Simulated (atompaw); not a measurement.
**Reading a pseudo-wave (magnesium (Mg))**

Columns: radius, all-electron u(r) and pseudo u(r) of the 3s shell (level -4.67 eV) of magnesium in the configuration [He] 2s2 2p6 3s2 3p0; PBEsol, non-relativistic, PAW (atompaw) scheme, atompaw 4.2.0.5.

| r (bohr) | all-electron | pseudo |
| --- | --- | --- |
| 0.060 | 0.1220 | -0.0761 |
| 0.119 | 0.0844 | -0.1461 |
| 0.179 | -0.0031 | -0.2079 |
| 0.238 | -0.0907 | -0.2560 |
| 0.298 | -0.1621 | -0.2897 |
| 0.358 | -0.2102 | -0.3070 |
| 0.417 | -0.2353 | -0.3084 |
| 0.477 | -0.2412 | -0.2954 |
| 0.537 | -0.2310 | -0.2701 |
| 0.596 | -0.2090 | -0.2360 |
| 0.656 | -0.1776 | -0.1947 |
| 0.715 | -0.1404 | -0.1502 |
| 0.775 | -0.0983 | -0.1030 |
| 0.835 | -0.0536 | -0.0554 |
| 0.894 | -0.0085 | -0.0089 |
| 0.954 | 0.0376 | 0.0375 |
| 1.013 | 0.0823 | 0.0823 |
| 1.073 | 0.1265 | 0.1265 |
| 1.133 | 0.1691 | 0.1691 |
| 1.192 | 0.2092 | 0.2092 |
| 1.252 | 0.2478 | 0.2478 |
| 1.312 | 0.2841 | 0.2841 |
| 1.371 | 0.3176 | 0.3176 |
| 1.431 | 0.3493 | 0.3493 |
| 1.490 | 0.3783 | 0.3783 |
| 1.550 | 0.4054 | 0.4054 |

(1) How many radial nodes do the two functions have?

(2) At about which radius was the pseudo-wave matched?

(3) Is the pseudo-wave norm-conserving?

Results:

(1) The all-electron 3s function has n − l − 1 = 2; the pseudo-wave has 1, since 1 lower shell of the same l stays in the valence.

(2) 1.05 bohr. The columns agree to 0.0005 from 0.89 bohr on; several derivatives are matched, so the curves merge somewhat inside the radius.

(3) No, it belongs to a PAW set: the norm inside the radius is not constrained, and the difference is carried by the augmentation charge.
